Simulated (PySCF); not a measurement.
Cartesian coordinates (Å):
```xyz
11

Zr     0.1271    -0.0433    -0.0796
F      1.6907     0.7739    -0.8587
F     -0.1075    -1.8588    -0.6728
F      0.7368    -0.2773     1.7246
F     -1.5193     0.9132     0.2665
C     -0.1413     0.0848    -3.4604
O     -0.7033     0.5127    -2.2076
H     -0.4499    -0.9525    -3.7086
H      0.9563     0.1230    -3.3336
H     -0.4338     0.7784    -4.2750
H     -1.6733     0.6129    -2.2640
```
Charge 0, multiplicity 1.

### Question
Predict the HOMO–LUMO gap, dipole moment and charge on the central atom (Mulliken) from PySCF with TPSSh-D3(BJ)/def2-TZVP // BP86-D3(BJ)/def2-SVP.

### Answer

The HOMO–LUMO gap comes out as 7.87 eV and the dipole moment comes out as 5.45 D. The charge on the central atom (Mulliken) is 1.77 e.
